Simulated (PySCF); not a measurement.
Al(F)(Cl)(vinyl) (C2H3AlClF), SMILES [CH]([Al]([Cl])[F])=C.

The structure is a stationary point at PBE0-D3(BJ)/def2-SVP. The values are those of a single conformer.

Calculation: TDDFT-LC-ωPBE/def2-SVPD (PySCF).

Vertical excitations.  State labels are in the subgroup Cs.

```
state  symmetry  energy (eV)  λ (nm)      f                                                                  main pairs
-----  --------  -----------  ------  -----  --------------------------------------------------------------------------
S1           A"         6.15     202  0.005                                                            HOMO−1→LUMO 89 %
S2           A'         6.84     181  0.296                                                              HOMO→LUMO 96 %
S3           A"         7.67     162  0.025                                          HOMO→LUMO+1 79 %, HOMO→LUMO+5 12 %
S4           A"         7.90     157  0.000                                                            HOMO−2→LUMO 76 %
S5           A'         8.10     153  0.160                                                          HOMO−1→LUMO+1 71 %
S6           A'         8.28     150  0.010                     HOMO−2→LUMO+1 56 %, HOMO−3→LUMO 20 %, HOMO−2→LUMO+3 9 %
S7           A"         8.43     147  0.009  HOMO−4→LUMO 22 %, HOMO−5→LUMO 21 %, HOMO−1→LUMO+4 19 %, HOMO−3→LUMO+1 10 %
S8           A'         8.45     147  0.076                                        HOMO−3→LUMO 60 %, HOMO−2→LUMO+1 16 %
S9           A"         8.47     146  0.106                                      HOMO−3→LUMO+1 64 %, HOMO−3→LUMO+3 10 %
S10          A"         8.64     143  0.003                      HOMO−1→LUMO+4 50 %, HOMO−5→LUMO 18 %, HOMO−7→LUMO 10 %
T1           A'         3.91     317      0                                            HOMO→LUMO 76 %, HOMO→LUMO+4 17 %
T2           A"         5.41     229      0                                                            HOMO−1→LUMO 86 %
T3           A'         7.29     170      0                                      HOMO−1→LUMO+1 63 %, HOMO−1→LUMO+5 13 %
T4           A"         7.41     167      0                                          HOMO→LUMO+1 69 %, HOMO→LUMO+5 13 %
```
Triplets are in the Tamm–Dancoff approximation, which puts them higher than full response would, so one can lie above its singlet here.
